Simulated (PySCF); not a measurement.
Vibration and rotation of ZnN⁺

ROHF-CCSD(T) constants of ZnN⁺, ³Σ⁻ (triplet), unpaired electrons π ↑↑ (PySCF, no relativity, basis sets Zn def2-SVP, N def2-SVP; masses 63.9291 and 14.0031 u):

| Quantity | Value |
| --- | --- |
| ωe | 360.2 cm⁻¹ |
| ωexe | 4.88 cm⁻¹ |
| Be | 0.33892 cm⁻¹ |
| αe | 0.00547 cm⁻¹ |
| De to Zn⁺ + N | 0.70 eV |

Problem. What force constant and bond length do these constants imply?

Solution. Reduced mass μred = 11.487 u; k = 5.8918×10⁻⁷·μred·ωe² (u, cm⁻¹, mdyn/Å) = 0.878 mdyn/Å; Re = √(16.8576/(μred·Be)) (u, cm⁻¹, Å) = 2.081 Å.

Problem. Estimate the centrifugal constant D from the Kratzer relation and find the Dunham coefficient a1.

Solution. D = 4Be³/ωe² = 1.2e-06 cm⁻¹; a1 = −1 − αeωe/(6Be²) = -3.86.

Correlated steps freeze 6 core orbitals. Correlated levels converge slowly with the basis: in double zeta they bind strong bonds too weakly, by up to about 1 eV, and carry superposition errors of some tenths. For an ion De counts to the pair picked by the measured ionisation energies or electron affinities, which need not be the lowest pair at this level. The CCSD T1 diagnostic is raised, a sign that a single reference may not be enough here. The state was picked by a PBE0 search and need not be the measured ground state.
